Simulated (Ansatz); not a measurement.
A nudged elastic band was laid between two geometries of C₂H₆Ge (9 atoms, charge 0, multiplicity 1).

The calculation used Ansatz 0.2.0, RKS B3LYP/def2-SVP.

* movable images: 7
* climbing image: yes
* spring: 5.0 eV/Å²
* optimiser: quadratic models (default)
* start path: IDPP
* force threshold: 0.05 eV/Å
* iteration limit: 60
* end points: relaxed

Initial state:

```xyz
9
Properties=species:S:1:pos:R:3
C -0.586 0.542 -0.547
C 0.356 -0.616 -0.202
Ge 1.561 -0.490 1.407
H -1.229 0.308 -1.414
H -0.026 1.457 -0.803
H -1.243 0.792 0.301
H 0.964 -0.917 -1.073
H -0.232 -1.525 0.059
H 0.524 0.402 2.256
```

Final state:

```xyz
9
Properties=species:S:1:pos:R:3
C -0.667 0.674 -0.699
C 0.135 -0.405 0.032
Ge 1.159 0.195 1.662
H -1.207 0.271 -1.573
H -0.018 1.486 -1.064
H -1.419 1.138 -0.039
H 0.872 -0.890 -0.639
H -0.514 -1.238 0.368
H 1.748 -1.277 1.935
```

**Question.** Which bonds break or form, and what moves?

**Answer.** No bond is made or broken. The dihedral C1–C2–Ge3–H9 goes from 32 to -180°.

**Question.** Give the energies along the band, and the barrier.

**Answer.** It converged. The highest image is number 4 of 0 to 8, 1.5 kcal/mol above the first end and 1.9 kcal/mol above the last; the last end lies 0.4 kcal/mol below the first. A vibrational analysis at the climbing image gives one clearly imaginary mode, 167i cm⁻¹: a first-order saddle point.

```json
{"image": "0", "path coordinate (Å)": "0.00", "energy (kcal/mol)": "0.0", "dihedral C1–C2–Ge3–H9 (°)": "32"}
{"image": "1", "path coordinate (Å)": "0.37", "energy (kcal/mol)": "0.2", "dihedral C1–C2–Ge3–H9 (°)": "52"}
{"image": "2", "path coordinate (Å)": "0.75", "energy (kcal/mol)": "0.8", "dihedral C1–C2–Ge3–H9 (°)": "73"}
{"image": "3", "path coordinate (Å)": "1.12", "energy (kcal/mol)": "1.3", "dihedral C1–C2–Ge3–H9 (°)": "93"}
{"image": "4", "path coordinate (Å)": "1.50", "energy (kcal/mol)": "1.5", "dihedral C1–C2–Ge3–H9 (°)": "112"}
{"image": "5", "path coordinate (Å)": "1.86", "energy (kcal/mol)": "1.3", "dihedral C1–C2–Ge3–H9 (°)": "129"}
{"image": "6", "path coordinate (Å)": "2.23", "energy (kcal/mol)": "0.6", "dihedral C1–C2–Ge3–H9 (°)": "146"}
{"image": "7", "path coordinate (Å)": "2.60", "energy (kcal/mol)": "-0.1", "dihedral C1–C2–Ge3–H9 (°)": "163"}
{"image": "8", "path coordinate (Å)": "2.97", "energy (kcal/mol)": "-0.4", "dihedral C1–C2–Ge3–H9 (°)": "-180"}
```

**Question.** What is the geometry of the highest image?

**Answer.** 
```xyz
9
Properties=species:S:1:pos:R:3:forces:R:3
C -0.474 0.640 -0.725 -0.02 0.00 -0.01
C 0.192 -0.581 -0.066 0.04 0.02 0.00
Ge 1.486 -0.007 1.392 -0.02 0.00 0.00
H -1.107 0.339 -1.578 -0.01 0.01 0.00
H 0.266 1.361 -1.112 0.01 0.00 0.01
H -1.128 1.186 -0.024 0.00 0.00 0.01
H 0.802 -1.108 -0.824 -0.01 -0.01 0.01
H -0.567 -1.286 0.303 0.00 -0.02 -0.01
H 0.618 -0.592 2.616 0.01 0.01 -0.01
```

**Question.** What are the harmonic wavenumbers there?

**Answer.** 167i, 179, 207, 502, 632, 775, 936, 959, 995, 1206, 1240, 1392, 1434, 1471, 1480, 1858, 3011, 3013, 3084, 3087, 3109 cm⁻¹.

Run time: 2.3 min on 1 thread of Intel(R) Xeon(R) Processor @ 2.70GHz, on a shared host, peak memory 0.19 GiB.
